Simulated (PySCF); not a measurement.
Species: C₇H₁₅PSi.
SMILES with atom numbers: `[CH3:1][C:2]1=[CH:3][P:4]([SiH:5]([CH3:6])[CH3:7])[CH2:8][CH2:9]1`

Structure used (GFN2-xTB), in Å, numbered top down from 1:
```xyz
24
C7H15PSi angstrom
C      3.2487    0.8584   -0.4564
C      1.9497    0.1326   -0.5698
C      0.8865    0.5431   -1.2558
P     -0.5322   -0.5793   -1.2127
Si    -1.5638    0.2846    0.6039
C     -2.2876    1.9591    0.0600
C     -2.9608   -0.9226    1.0756
C      0.5479   -1.8688   -0.3978
C      1.7678   -1.1562    0.1862
H      3.4744    1.0617    0.5906
H      3.2181    1.7990   -1.0002
H      4.0592    0.2491   -0.8570
H      0.8475    1.4546   -1.8304
H     -0.7239    0.5138    1.8009
H     -2.9036    2.3957    0.8393
H     -2.9040    1.8438   -0.8270
H     -1.4995    2.6671   -0.1771
H     -2.5692   -1.8825    1.3982
H     -3.6163   -1.1047    0.2289
H     -3.5650   -0.5242    1.8840
H     -0.0100   -2.4371    0.3465
H      0.8579   -2.5658   -1.1826
H      1.6059   -0.9190    1.2432
H      2.6605   -1.7826    0.1228
```

NICS = −σ at a ghost point: NICS(0) at the centroid of the ring atoms, NICS(1) 1 Å to either side along the normal of their mean plane, zz for the tensor component along that normal. Level: GIAO PBE0/pcSseg-1 (PySCF, non-relativistic, gas phase) on the GFN2-xTB geometry, one conformer.

Ring bond lengths (Å), with Mayer bond orders in brackets: C2–C3 1.330 (1.81), C3–P4 1.810 (0.96), P4–C8 1.869 (0.96), C8–C9 1.529 (1.01), C9–C2 1.505 (1.01).

**Question.** What do the NICS probes read (ppm)?

**Answer.** 
```
          ring                                                     type  NICS(0)  NICS(1), two faces  NICS(1)zz, two faces  rms pucker (Å)  centre to ring atoms, mean (Å)
C2–C3–P4–C8–C9  5-membered ring with P; formal bonds 1 double, 4 single     -3.2         -2.6 / -3.8           -1.5 / -3.8            0.11                            1.36
```

**Question.** What do they say, and how far can they be read as aromaticity?

**Answer.** 
- C2–C3–P4–C8–C9: mean NICS(1)zz -2.6 ppm, near zero. C8, C9 have four or more neighbours; no verdict on aromaticity is drawn.

**Question.** At the first NICS(1) probe listed for ring C2–C3–P4–C8–C9, 1 Å off the ring, what do the in-plane components average?

**Answer.** The isotropic value is a third of the trace: (3 × -2.6 − (-1.5))/2 = -3.2 ppm.

Hardware: an Arm Neoverse N1 with one thread, no GPU, on a shared host. Cost: 98 s of wall time, 1.1 GiB resident at most. This is the whole shielding run at PBE0/pcSseg-1, SCF included.
